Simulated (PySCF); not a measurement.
B(OH)(SeH)2 (BH3OSe2), SMILES OB([SeH])[SeH].

The structure is a stationary point at PBE0-D3(BJ)/def2-SVP. The structure was generated by enumeration, and PubChem lists no compound with its InChIKey, so it may never have been made. Other conformers were not sampled.

Computed with PySCF 2.14.0 with TDA-PBE/def2-SVPD.

Vertical excitations. Isolated molecule, no solvent. State labels are in the subgroup Cs.

Computed excitation energies, oscillator strengths and character:
```json
[
 {"state": "S1", "symmetry": "A\"", "energy (eV)": "4.46", "λ (nm)": "278", "f": "0.000", "main pairs": "HOMO→LUMO 99 %"},
 {"state": "S2", "symmetry": "A\"", "energy (eV)": "5.18", "λ (nm)": "239", "f": "0.002", "main pairs": "HOMO−1→LUMO 70 %, HOMO→LUMO+2 29 %"},
 {"state": "S3", "symmetry": "A\"", "energy (eV)": "5.28", "λ (nm)": "235", "f": "0.012", "main pairs": "HOMO→LUMO+2 70 %, HOMO−1→LUMO 27 %"},
 {"state": "S4", "symmetry": "A'", "energy (eV)": "5.33", "λ (nm)": "233", "f": "0.214", "main pairs": "HOMO→LUMO+1 90 %"},
 {"state": "S5", "symmetry": "A\"", "energy (eV)": "5.57", "λ (nm)": "223", "f": "0.000", "main pairs": "HOMO→LUMO+3 96 %"},
 {"state": "S6", "symmetry": "A\"", "energy (eV)": "5.84", "λ (nm)": "212", "f": "0.007", "main pairs": "HOMO→LUMO+4 96 %"},
 {"state": "S7", "symmetry": "A\"", "energy (eV)": "5.99", "λ (nm)": "207", "f": "0.002", "main pairs": "HOMO−1→LUMO+2 95 %"},
 {"state": "S8", "symmetry": "A'", "energy (eV)": "6.07", "λ (nm)": "204", "f": "0.026", "main pairs": "HOMO−2→LUMO 82 %, HOMO−1→LUMO+1 15 %"},
 {"state": "S9", "symmetry": "A'", "energy (eV)": "6.26", "λ (nm)": "198", "f": "0.040", "main pairs": "HOMO−1→LUMO+1 72 %, HOMO−2→LUMO 16 %"},
 {"state": "S10", "symmetry": "A\"", "energy (eV)": "6.26", "λ (nm)": "198", "f": "0.026", "main pairs": "HOMO→LUMO+5 97 %"},
 {"state": "T1", "symmetry": "A\"", "energy (eV)": "4.27", "λ (nm)": "291", "f": "0", "main pairs": "HOMO→LUMO 99 %"},
 {"state": "T2", "symmetry": "A'", "energy (eV)": "4.51", "λ (nm)": "275", "f": "0", "main pairs": "HOMO→LUMO+1 99 %"},
 {"state": "T3", "symmetry": "A\"", "energy (eV)": "4.93", "λ (nm)": "251", "f": "0", "main pairs": "HOMO→LUMO+2 57 %, HOMO−1→LUMO 41 %"},
 {"state": "T4", "symmetry": "A\"", "energy (eV)": "5.07", "λ (nm)": "245", "f": "0", "main pairs": "HOMO−1→LUMO 56 %, HOMO→LUMO+2 41 %"}
]
```
Triplets are in the Tamm–Dancoff approximation.
